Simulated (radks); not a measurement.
Question: All-electron atom: Er47+ in [Ar] 3d3. All-electron calculation, non-relativistic Kohn-Sham, LDA (Slater exchange, Perdew-Wang correlation), spin-unpolarised, spherical densities, point nucleus; relativity is left out, which matters for an element this heavy. Program: a radial shooting solver on a logarithmic mesh with Libxc functionals. Some entries of the table are withheld. Estimate them.

| orbital | occ. | eigenvalue (Ry) | <1/r> (bohr^-1) | r(max) (bohr) |
|---|---|---|---|---|
| 1s | 2 | -4134.152 | 67.42 | 0.01480 |
| 2s | 2 | -837.4106 | 15.86 | (1) |
| 2p | 6 | -810.6453 | 15.86 | 0.06262 |
| 3s | 2 | -318.8498 | 6.441 | 0.2153 |
| 3p | 6 | -307.9581 | 6.397 | 0.2022 |
| 3d | 3 | -289.7006 | 6.298 | 0.1577 |
| 4s | 0 | (2) | 3.409 | 0.4313 |
| 4p | 0 | -161.2175 | 3.377 | 0.4233 |

Answer: 
(1) 2s r(max) (bohr): 0.08058
(2) 4s eigenvalue (Ry): -165.9721
